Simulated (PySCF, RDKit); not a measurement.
Noncovalent pair: CH3F (SMILES CF) (first 5 atoms) with C2H6 (SMILES CC); geometry from B3LYP-D3(BJ)/def2-TZVP, rigid monomers moved along the line of their centres of mass till F2···H12 is 2.50 Å.
(charge 0, multiplicity 1):
```tsv
atom	x (Å)	y (Å)	z (Å)
C	-0.5235	0.4905	0.5044
F	-0.4228	-0.8457	0.8749
H	0.2810	1.0489	0.9841
H	-0.4358	0.5598	-0.5804
H	-1.4908	0.8732	0.8307
C	-0.6736	0.3004	3.8523
C	0.7413	-0.2706	3.8345
H	-1.0484	0.4055	4.8725
H	-1.3629	-0.3463	3.3073
H	-0.7096	1.2887	3.3882
H	1.4430	0.3855	4.3539
H	1.0984	-0.4065	2.8126
H	0.7784	-1.2463	4.3230
```

Interaction energies are E(AB) − E(A) − E(B) at the monomers' geometry in the complex; basis-set methods are counterpoise corrected. Rows marked so take none. RDKit's UFF carries no charges.

Rows in 6-311+G**, 6-31G* carry no dispersion term and start afresh at each structure (6-31G* with six Cartesian d functions).

The values were computed with PySCF for 6-311+G** rows, 6-31G* rows; RDKit for the force fields. Values without a source in brackets are computed.

Task: One of these levels gives 2.07 kcal/mol for the interaction energy. Which?
(A) UFF
(B) B3LYP/6-311+G** (no counterpoise)
(C) HF/6-31G*
(D) B3LYP/6-31G* (no counterpoise)

Result: C, HF/6-31G*. The others give -0.31 (UFF), -0.96 (B3LYP/6-31G* (no counterpoise)), 1.18 (B3LYP/6-311+G** (no counterpoise))
